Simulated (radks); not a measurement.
The numbers below are computed, except where a source is named.
Task: Coherent X-ray form factor from a spherical all-electron density. Level of theory: non-relativistic Kohn-Sham, exchange-only B88, spin-polarised, spherical densities, point nucleus (a radial shooting solver on a logarithmic mesh with Libxc functionals).

sin(theta)/lambda (1/angstrom)  f0 (electrons)
0.05                                    81.596
0.1                                     78.152
0.15                                    73.983
0.2                                     69.824
0.25                                    65.860
0.3                                     62.090
0.4                                     55.144
0.5                                     49.140
0.6                                     44.129
0.8                                     36.350
1                                       30.252
1.25                                    24.114
1.5                                     19.645
2                                       14.765

The species is in the configuration that NIST lists as its ground one. Which atom or ion scatters so?

Result: Neutral bismuth, [Hg] 6p3. Extrapolating in s^2 from the first two rows gives f0(0) = 82.7, near the electron count 83; among species with that count, the fall with angle is slower the higher Z, and the table is that of Z = 83; from so few rows the species is fixed only to a neighbour or two.
